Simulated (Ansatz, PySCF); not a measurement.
Reaction 4 R1 → 2 P1 + P2, each structure at its B3LYP-D3(BJ)/def2-SVP stationary point, reached from a drawn start (curvature not checked).
R1: AlBr2 (SMILES [Br][Al][Br]), charge 0, multiplicity 2.
P1, AlBr (SMILES [Al][Br]) (charge 0, multiplicity 1):
```xyz
2

Al    -0.00962    -0.01935    -1.16395
Br     0.00962     0.01935     1.16395
```
P2, Al2Br6 (SMILES [Br][Al-]1([Br])[Br+][Al-]([Br])([Br])[Br+]1) (charge 0, multiplicity 1):
```xyz
8

Al     1.6908    -0.0016     0.0012
Al    -1.6908     0.0016    -0.0010
Br     0.0016     1.7788     0.0051
Br    -0.0017    -1.7788    -0.0021
Br     2.7770    -0.0066     1.9699
Br     2.7761     0.0014    -1.9679
Br    -2.7795    -0.0014     1.9663
Br    -2.7736     0.0066    -1.9715
```

P less R. No zero-point or thermal terms; singlets are restricted closed shells; open shells are unrestricted; no spin–orbit coupling.

Frozen-core correlation throughout. In cc and def2 sets filled d and f shells under p-block atoms count as core.

Codes used: Ansatz (a program for electronic structure) with Gaussian orbitals; PySCF for the D3/D4 terms. All values are computed, each at the level named.

Question: Estimate the reaction energy that CCSD(T)/def2-TZVPP returns for this input.

Answer: -114.3 kcal/mol

Question: What reaction energy does r2SCAN-D4/def2-TZVPP give?

Answer: -94.6 kcal/mol

Question: Estimate the reaction energy that wB97X-V/def2-TZVPP returns for this input.

Answer: -115.4 kcal/mol
